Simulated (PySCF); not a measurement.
**How the method changes the constants of RbCl⁺**

State: ²Π (doublet), unpaired electrons π ↑. Set-up: PySCF, scalar-relativistic core potentials, basis sets Rb def2-SVP with ECP28, Cl def2-SVP. De refers to Rb⁺ + Cl in their high-spin ground configurations, without counterpoise correction. The functionals are run spin-unrestricted. A positive dipole points towards Cl; it is taken about the centre of mass and depends on that origin.

```json
{"Level": "UHF", "Re (Å)": "3.531", "ωe (cm⁻¹)": "81.5", "De (eV)": "0.203", "μ (D)": "-4.25", "CPU s a point (SCF and correlation, without the integrals)": "0.051"}
{"Level": "UHF-MP2", "Re (Å)": "3.427", "ωe (cm⁻¹)": "92.1", "De (eV)": "0.253", "μ (D)": "n/a", "CPU s a point (SCF and correlation, without the integrals)": "0.083"}
{"Level": "UHF-SCS-MP2", "Re (Å)": "3.441", "ωe (cm⁻¹)": "90.8", "De (eV)": "0.247", "μ (D)": "n/a", "CPU s a point (SCF and correlation, without the integrals)": "n/a"}
{"Level": "UHF-CCSD", "Re (Å)": "3.428", "ωe (cm⁻¹)": "92.2", "De (eV)": "0.253", "μ (D)": "n/a", "CPU s a point (SCF and correlation, without the integrals)": "n/a"}
{"Level": "UHF-CCSD(T)", "Re (Å)": "3.422", "ωe (cm⁻¹)": "93.1", "De (eV)": "0.258", "μ (D)": "n/a", "CPU s a point (SCF and correlation, without the integrals)": "1.5"}
{"Level": "PBE", "Re (Å)": "3.405", "ωe (cm⁻¹)": "94.7", "De (eV)": "0.304", "μ (D)": "-3.81", "CPU s a point (SCF and correlation, without the integrals)": "0.23"}
{"Level": "revPBE", "Re (Å)": "3.501", "ωe (cm⁻¹)": "83.8", "De (eV)": "0.266", "μ (D)": "-4.00", "CPU s a point (SCF and correlation, without the integrals)": "0.16"}
{"Level": "BP86", "Re (Å)": "3.433", "ωe (cm⁻¹)": "89.1", "De (eV)": "0.254", "μ (D)": "-3.89", "CPU s a point (SCF and correlation, without the integrals)": "0.16"}
{"Level": "r²SCAN", "Re (Å)": "3.427", "ωe (cm⁻¹)": "92.2", "De (eV)": "0.251", "μ (D)": "-3.99", "CPU s a point (SCF and correlation, without the integrals)": "0.29"}
{"Level": "M06-L", "Re (Å)": "3.425", "ωe (cm⁻¹)": "88.5", "De (eV)": "0.210", "μ (D)": "-4.04", "CPU s a point (SCF and correlation, without the integrals)": "0.3"}
{"Level": "PBE0", "Re (Å)": "3.408", "ωe (cm⁻¹)": "92.2", "De (eV)": "0.267", "μ (D)": "-3.92", "CPU s a point (SCF and correlation, without the integrals)": "0.42"}
```

Q: Which functional lies closest to UHF-CCSD(T) in De, which farthest, and by how much do they differ from it?

A: Closest is BP86 (+1.1 pm in Re, -4.3 % in ωe, -0.00 eV in De against UHF-CCSD(T) in the same basis), farthest M06-L (+0.3 pm in Re, -4.9 % in ωe, -0.05 eV in De). CCSD(T) converges more slowly with the basis than the functionals do and binds too weakly in this one, so the order can change at the basis-set limit.

Q: What does the step from GGA to meta-GGA do here, going from PBE to r²SCAN?

A: r²SCAN less PBE: +2.2 pm in Re, -2.6 % in ωe, -0.05 eV in De. 

Q: What does second-order correlation do here, going from UHF to UHF-MP2?

A: UHF-MP2 less UHF: -10.4 pm in Re, +13.0 % in ωe, +0.05 eV in De. Correlation nearly always deepens the well. The bond shortens, as in weak, metallic or heavy-atom bonds, where dispersion and the correlation of outer-core electrons pull the atoms together.

Correlated steps freeze 5 core orbitals. The bond is weak. Basis-set superposition, not corrected here, can be much of De in a small basis, most of all at correlated wavefunction levels. Spin–orbit coupling is left out. For an ion De counts to the pair picked by the measured ionisation energies or electron affinities, which need not be the lowest pair at this level. The state is the lowest determinant that a PBE0 search found; another state may lie lower at other levels.

The whole job (state search and all levels along the bond) took about 0.67 min on 1 thread of AMD EPYC 7R13 (shared host), peak memory 0.45 GiB.
